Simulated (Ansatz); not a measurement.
Geometry optimisation of HAu2⁺.

```yaml
crystal:
  periodic: [false, false, false]
  atoms:
    - {symbol: Au, position_ang: [0.804607, -0.998972, 0.448269]}
    - {symbol: Au, position_ang: [-0.954065, 0.930038, 0.266199]}
    - {symbol: H, position_ang: [0.149448, 0.068934, -0.714469]}
basis:
  gaussian: {orbitals: def2-TZVP}
total_charge: 1
magnetization: {spin_polarized: true, initial_magnetization: 2}
hamiltonian: {xc: pbe, dispersion: d4}
scf: {omitted_lower_state_checks: [starts]}
output: {orbitals: {seedname: orbitals}}
relax: {f_tol: 0.02, max_steps: 100}
```

```sh
$ ansatz run in.yaml --threads 4 --pin off --events-out ev --progress --plain --max-ram 3916MiB
```

It prints (some lines left out):

```
Functional definition: PBE
mean field -7395.08568458 eV, -271.7643863393 hartree, gradient 2.5e-6 eV, S^2 2.001510; 0 other end points of the search recorded, 0 dependent functions left out
relax step   1: F+E_penalty+E_count = -7395.14387528 eV  Δ(F+E_penalty+E_count) = +0.000e0 eV  max|allowed force component| = 1.621e0 eV/Å  Δτ_max = 0.0000 Å  (63 SCF iters, accepted)
mean field -7395.55047299 eV, -271.7814669983 hartree, gradient 1.3e-5 eV, S^2 2.001308; 0 other end points of the search recorded, 0 dependent functions left out
relax step   2: F+E_penalty+E_count = -7395.60760385 eV  Δ(F+E_penalty+E_count) = -4.637e-1 eV  max|allowed force component| = 8.073e-1 eV/Å  Δτ_max = 0.1965 Å  (42 SCF iters, accepted)
mean field -7395.73247095 eV, -271.7881552998 hartree, gradient 8.9e-6 eV, S^2 2.001123; 0 other end points of the search recorded, 0 dependent functions left out
relax step   3: F+E_penalty+E_count = -7395.78817085 eV  Δ(F+E_penalty+E_count) = -1.806e-1 eV  max|allowed force component| = 5.835e-1 eV/Å  Δτ_max = 0.1949 Å  (39 SCF iters, accepted)
mean field -7395.82500311 eV, -271.7915557941 hartree, gradient 1.0e-5 eV, S^2 2.001033; 0 other end points of the search recorded, 0 dependent functions left out
relax step   4: F+E_penalty+E_count = -7395.87975317 eV  Δ(F+E_penalty+E_count) = -9.158e-2 eV  max|allowed force component| = 2.917e-1 eV/Å  Δτ_max = 0.1956 Å  (37 SCF iters, accepted)
mean field -7395.86595715 eV, -271.7930608271 hartree, gradient 1.7e-5 eV, S^2 2.001035; 0 other end points of the search recorded, 0 dependent functions left out
relax step   5: F+E_penalty+E_count = -7395.92108263 eV  Δ(F+E_penalty+E_count) = -4.133e-2 eV  max|allowed force component| = 4.396e-2 eV/Å  Δτ_max = 0.2000 Å  (35 SCF iters, accepted)
mean field -7395.86664069 eV, -271.7930859470 hartree, gradient 1.6e-5 eV, S^2 2.001030; 0 other end points of the search recorded, 0 dependent functions left out
relax step   6: F+E_penalty+E_count = -7395.92164533 eV  Δ(F+E_penalty+E_count) = -5.627e-4 eV  max|allowed force component| = 1.168e-3 eV/Å  Δτ_max = 0.0174 Å  (30 SCF iters, accepted)
mean field -7395.86664069 eV, -271.7930859470 hartree, gradient 1.6e-5 eV, S^2 2.001030; 0 other end points of the search recorded, 0 dependent functions left out
Total energy: -7395.92169720 eV, -271.7951092365 hartree
Atom 0 at     1.147112    -1.258433     0.119423 Å, force     0.000933    -0.000833    -0.000500 eV/Å
Atom 1 at    -1.147392     1.258306    -0.118114 Å, force    -0.000696     0.000954    -0.000668 eV/Å
Atom 2 at     0.000270     0.000127    -0.001310 Å, force    -0.000237    -0.000121     0.001168 eV/Å
Dipole moment:    -0.000051    -0.000022     0.000240 e Å
Checks for a lower state left out: starts
```

It took 9 s on 4 threads of Arm Neoverse V1 on a shared host.

In the def2 sets Au takes a core potential; there is no spin–orbit coupling. At PBE-D4/def2-TZVP a singlet of charge 1 lies 1.91 eV below the triplet, each at its own geometry. The structure comes from a short search, and lower isomers may exist.
